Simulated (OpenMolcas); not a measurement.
d6 ions of charge +3 down a group with 4 chloride ligands in tetrahedral coordination

```json
{
 "Program": "OpenMolcas",
 "Method": "CASSCF",
 "Spin-orbit coupling": "RASSI with atomic mean-field integrals over the reference wave functions"
}
```

The d shell is active. Anionic complexes are neutralised by point charges behind the ligands. Distances were set from a Shannon-type radius of the metal (high-spin where two are listed) plus a fixed donor radius (Cl 1.76 Å). Ligand basis ANO-RCC-VDZP, DKH2 Hamiltonian. States (labels of Td). Energies in cm-1 above the lowest state or level, χT in cm3 K/mol. Spin-only χT is S(S+1) / 2 for the spin of the ground state.

```
 Ion  Shell  R (Å)   Metal basis  Outer charge (e at Å behind ligand)  Ground state  First state of that spin  First gap with spin-orbit (degeneracies)  χT at 300 K  First state of another spin  Spin-only χT
Co3+    3d6   2.24  ANO-RCC-VDZP                          0.25 at 2.8            5E                  5T2 3870                               30.1 (1, 3)        3.490                    3T1 19529         3.000
Rh3+    4d6   2.29  ANO-RCC-VTZP                          0.25 at 3.2            5E                  5T2 7855                               94.6 (1, 3)        3.289                     3T1 7398         3.000
Ir3+    5d6   2.31  ANO-RCC-VDZP                          0.25 at 3.2            5E                  5T2 8685                              377.0 (1, 2)        2.626                     3T1 5216         3.000
```

The rows also differ in their metal basis and outer charges, so part of each step comes from that.

Every ion keeps the highest spin of its shell. χT departs most from the spin-only value for Co3+, by +0.490 cm3 K/mol.

An orbital doublet at a regular site is open to a Jahn-Teller distortion, which this geometry leaves out. Without dynamic correlation the repulsion within the d shell is too large (B by tens of per cent), so at a given field states of lower spin stand too high. Ligand-to-metal charge-transfer states are missing. With no ligand orbital active B as a rule stays too high, so bands that hang on it stand too high and its fall with covalency is understated. With metal d orbitals alone and no dynamic correlation the field as a rule comes out too small, by tens of per cent, by up to half for chloride and softer ligands, and the orbital part of g and χT, which goes as 1/10Dq, too large (holds for Co3+). The least metal-like active orbital is 76 % on the metal (Löwdin) and no ligand orbital is active, so the numbers are rough (holds for Rh3+). With metal d orbitals alone the field can be off either way by tens of per cent (holds for Rh3+; Ir3+). Spin-orbit coupling mixes the spin-free states strongly: the lowest level takes only 68 % from its leading state, 5E (holds for Ir3+). This shell can be high or low spin here, a state of another spin lies low, and with metal d orbitals alone active their balance is uncertain, so the ground spin may be wrong (holds for Ir3+). The least metal-like active orbital is 74 % on the metal (Löwdin) and no ligand orbital is active, so the numbers are rough (holds for Ir3+). No measured value stands beside these numbers; the geometry was imposed, not optimised, and the real ion may take another.
